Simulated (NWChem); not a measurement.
Species: CH7AsSi; SMILES [SiH2](C)[AsH2]

```xyz
10

Si     0.6135    -1.1237    -0.0001
C     -0.8194    -2.3429     0.0065
As    -0.0327     1.1632     0.0167
H      1.4824    -1.3331     1.2011
H      1.4613    -1.3216    -1.2181
H     -1.4428    -2.2082     0.9035
H     -0.4450    -3.3789    -0.0007
H     -1.4572    -2.2009    -0.8792
H     -1.0777     0.9378    -1.0743
H     -1.0555     0.9276     1.1265
```
Atoms are numbered in this order, from 1.

Computed with NWChem. Pople sets run with spherical d functions. The geometry was optimised at PBE0/def2-SVP. Vzz is the largest principal value of the second derivative of the potential at the nucleus (NWChem prints the opposite sign); η is the asymmetry. Non-relativistic.

For level CAM-B3LYP/6-31G*:

| Property | Result |
|---|---|
| Vzz As3 (a.u.) | -1.773 |

**Question.** What are these values for level PBE/cc-pVTZ?

**Answer.** The vzz As3 (a.u.) comes out as -1.656.
